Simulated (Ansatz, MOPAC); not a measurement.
System: H₆Si₂OF (charge +1, singlet). SMILES: F[SiH2][OH+][SiH3]

Atoms: F1, Si2, O3, Si4, H5, H6, H7, H8, H9, H10. Bonds: F1-Si2, Si2-O3, Si2-H5, Si2-H6, O3-Si4, O3-H7, Si4-H8, Si4-H9, Si4-H10.

Bond lengths (Å) and angles (degrees) optimised at PM6 with MOPAC; PM7 with MOPAC; HF/3-21G with Ansatz (a program for electronic structure); B3LYP/LANL2DZ with Ansatz, each started from the B3LYP-D3(BJ)/def2-TZVP structure (Ansatz) of the last column. A row stands for all coordinates that are equal there; 10 of 22 kinds are shown. No wavenumbers were computed at B3LYP/LANL2DZ, so these may be saddle points.

```tsv
coordinate	PM6	PM7	HF/3-21G	B3LYP/LANL2DZ	B3LYP-D3(BJ)/def2-TZVP
F1-Si2	1.569	1.550	1.622	1.669	1.572
Si2-O3	1.810	1.743	1.777	1.812	1.776
Si2-H5	1.445	1.466	1.454	1.467	1.459
Si2-H6	1.444	1.465	1.454	1.467	1.461
O3-Si4	1.871	1.774	1.825	1.875	1.813
O3-H7	1.001	1.045	0.974	0.981	0.972
Si4-H8	1.467	1.458	1.462 to 1.468	1.467 to 1.471	1.466
F1-Si2-O3	101.9	100.5	93.5	94.4	103.1
Si2-O3-Si4	125.6	134.9	125.2	125.4	128.0
F1-Si2-H5	110.8	113.2	113.2	112.8	111.7
```

A range marks coordinates that this level makes unequal.

Mean signed difference of all 9 bond lengths from B3LYP-D3(BJ)/def2-TZVP: PM6 0.010 Å, PM7 -0.004 Å, HF/3-21G 0.005 Å, B3LYP/LANL2DZ 0.025 Å.
